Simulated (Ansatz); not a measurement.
C7H13Cl2NSiTi (`C[N](C)[Ti]1234([Cl])([Cl])[C@@H]5[C@H]1[C@H]2[C@@]3([SiH3])[C@@H]54`), 25 atoms. Charge 0, multiplicity 1. Correlated methods include outer-core shells of Ti, which these sets cover unevenly. Scalar relativity is left out up to krypton. Hardware: A = 11 threads of an AMD EPYC 7R13 on a shared host and a whole NVIDIA H100 80 GB; B = 11 threads of a server CPU on a shared host. Correlated methods freeze the cores.

**Question.** How many basis functions does each run have, and how long does it take in Ansatz? RHF-MP2/def2-QZVPP energy [A]; RKS PBE0-D4/def2-TZVP relaxation (19 steps) [A]; RKS PBE0-D4/def2-QZVPP energy [A]; RKS PBE0-D4/def2-SVP energy [B]; RHF-CCSD(T)/def2-SVP energy [A]; RKS PBE0-D4/def2-TZVPP energy [A]; direct RPA on PBE orbitals/def2-TZVPP energy [A]; RKS ωB97M-V/def2-QZVPP energy [A]; RHF-CCSD(T)/def2-TZVPP energy [A]; RKS BHLYP-D4/def2-TZVPP energy [A]; RKS ωB97M-V/def2-SVP energy [B]; RKS PBE-D4/def2-TZVPP energy and forces [A]. (Best estimate.)

**Answer.** Computed: Other jobs shared the machine, so times are rough.

```csv
level,job,functions,wall time,peak host memory (GiB)
RKS BHLYP-D4/def2-TZVPP,energy [A],620,3.1 s,2
RKS PBE0-D4/def2-TZVPP,energy [A],620,3.4 s,1.6
RKS PBE-D4/def2-TZVPP,energy and forces [A],620,3.5 s,1.6
direct RPA on PBE orbitals/def2-TZVPP,energy [A],620,5.5 s,4.4
RKS PBE0-D4/def2-QZVPP,energy [A],1149,5.5 s,2
RKS PBE0-D4/def2-SVP,energy [B],262,6 s,2.1
RHF-CCSD(T)/def2-SVP,energy [A],262,7.5 s,2
RKS ωB97M-V/def2-QZVPP,energy [A],1149,9 s,2.1
RHF-MP2/def2-QZVPP,energy [A],1149,9.5 s,2
RKS ωB97M-V/def2-SVP,energy [B],262,14 s,2.5
RKS PBE0-D4/def2-TZVP,relaxation (19 steps) [A],482,42 s,1.6
RHF-CCSD(T)/def2-TZVPP,energy [A],620,2 min,9.2
```
